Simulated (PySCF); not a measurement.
Re (rhenium, neutral) across methods

[Xe] 4f14 5d5 6s2, high-spin 6S determinant. Computed with PySCF 2.14 in aug-cc-pVQZ-PP with ECP60MDF (7s7p6d4f3g2h, 135 functions), with a scalar-relativistic core potential.

```
 method  E (hartree)  mean ε 5d α (eV)  mean ε 6s α (eV)  mean ε 6s β (eV)  Σ⟨r²⟩ (bohr²)   ⟨S²⟩
    UHF    -77.83842           -12.036            -8.899            -6.085          59.25  8.803
   PW91     -78.5450            -6.559            -6.552            -4.784          57.20  8.764
 r2SCAN     -78.5151            -7.032            -6.860            -4.822          57.29  8.790
r2SCAN0     -78.4704            -8.384            -7.525            -5.440          57.22  8.787
    LDA     -78.3200            -6.568            -6.707            -5.092          57.12  8.762
   PBE0     -78.4674            -7.979            -7.223            -5.332          57.11  8.767
 PBEsol     -78.3778            -6.510            -6.565            -4.778          57.13  8.765
    PBE     -78.5045            -6.513            -6.495            -4.735          57.22  8.764
```

Energies and moments cover only the electrons outside the core potential. Spin-orbit coupling, which splits the p, d and f shells strongly at this Z, is absent.
